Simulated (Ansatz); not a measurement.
Task: Name a neutral molecule of C, O, Si and H with HOMO–LUMO gap (ωB97M-V/def2-TZVPP) between 11.40 and 11.70 eV and HOMO energy (B3LYP/def2-TZVPP) between -7.00 and -6.70 eV (Ansatz, PBE0-D4/def2-TZVP geometry).

Result: `O/C=C/[SiH3]` (11.55 eV, -6.86 eV); `COC#C[SiH3]` (11.56 eV, -6.88 eV); `C1C[SiH2]CO1` (11.62 eV, -6.99 eV). Other molecules can fit too; these were computed, each in one conformer that needn't be the lowest.

B3LYP here is the variant with VWN-RPA as its local correlation; programs differ in this.
